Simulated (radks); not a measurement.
Results of a calculation; reference values are marked as such.
Species: Ce21+. Configuration: [Kr] 4d1. Level of theory: Dirac Kohn-Sham, PBE, spin-unpolarised, spherical densities, finite nucleus; open shells are shared between the two j in proportion to 2j + 1; Fermi nuclear charge, rms radius 4.8771 fm (a radial shooting solver on a logarithmic mesh with Libxc functionals). Some entries of the table are withheld. Estimate them.

orbital,occ.,eigenvalue (eV),r(max) (bohr)
1s1/2,2,(1),0.01574
2s1/2,2,-7021.724,0.08919
2p1/2,2,-6663.755,0.06797
2p3/2,4,-6216.691,0.07321
3s1/2,2,-1943.437,(2)
3p1/2,2,-1792.570,0.2404
3p3/2,4,-1703.109,0.2516
3d3/2,4,-1441.629,(3)
3d5/2,6,-1422.218,(4)
4s1/2,2,-778.6904,0.5709
4p1/2,2,-719.4990,0.5744
4p3/2,4,-695.8445,0.5943
4d3/2,0.4,(5),0.5934
4d5/2,0.6,(6),0.5992
4f5/2,0,(7),0.5399
4f7/2,0,(8),0.5418
5s1/2,0,-413.4442,1.081
5p1/2,0,-387.6304,1.109
5p3/2,0,-378.5445,1.138

Answer. 
(1) 1s1/2 eigenvalue (eV): -40815.54
(2) 3s1/2 r(max) (bohr): 0.2538
(3) 3d3/2 r(max) (bohr): 0.2017
(4) 3d5/2 r(max) (bohr): 0.2048
(5) 4d3/2 eigenvalue (eV): -597.4262
(6) 4d5/2 eigenvalue (eV): -592.6202
(7) 4f5/2 eigenvalue (eV): -478.6671
(8) 4f7/2 eigenvalue (eV): -477.7033
